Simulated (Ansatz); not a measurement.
Energy difference R1 + R2 → P1 + P2, each structure at its B3LYP-D3(BJ)/def2-TZVP stationary point, reached from a drawn start (curvature not checked).
R1: CH5Sn (SMILES [CH3][SnH2]), charge 0, multiplicity 2.
P1: H2Sn (SMILES [SnH2]), charge 0, multiplicity 1.
P2: CH4 (SMILES C), charge 0, multiplicity 1.
R2: H atom, charge 0, multiplicity 2.

| level | reaction energy (kJ/mol) | cost |
|---|---|---|
| HF/def2-SVP | -232.5 | - |
| HF/def2-TZVPP | -226.6 | - |
| SVWN5/def2-TZVPP | -278.6 | ×0.7 |
| revPBE/def2-TZVPP | -285.7 | ×1 |
| r2SCAN/def2-TZVPP | -267.7 | ×2 |
| B3LYP/def2-TZVPP | -304.8 | ×1 |
| CAM-B3LYP/def2-TZVPP | -293.1 | ×2 |
| B2PLYP/def2-TZVPP | -289.9 | ×2 |
| MP2/def2-SVP | -260.6 | - |
| MP2/def2-QZVPP | -260.2 | - |
| SCS-MP2/def2-QZVPP | -282.1 | - |
| CCSD/def2-QZVPP | -286.3 | - |
| CCSD(T)/def2-SVP | -287.0 | ×1 |
| CCSD(T)/CBS(def2-TZVPP, def2-QZVPP) | -281.5 | ×1000* |

P less R. No zero-point or thermal terms; singlets are restricted closed shells; open shells are unrestricted; no spin–orbit coupling.

Correlated levels freeze the cores. In cc and def2 sets filled d and f shells under p-block atoms count as core. CBS(a, b) extrapolates the correlation energy as X⁻³ and adds the Hartree–Fock energy of set b.

Codes used: Ansatz (Gaussian basis) for Hartree–Fock, density functionals and correlated methods. Each number belongs to the level named beside it. Elements past Kr take the def2 small-core potentials, without spin–orbit coupling.

Costs are rough ratios of core time to PBE/def2-TZVPP (about 4 s over the structures, on one shared machine); a dash marks a level with no comparable run of its own. A star marks coupled-cluster runs past 200 virtual orbitals, where the program's memory plan changes under this machine's limit, so their costs aren't comparable with smaller runs.

Ansatz is an electronic-structure program.
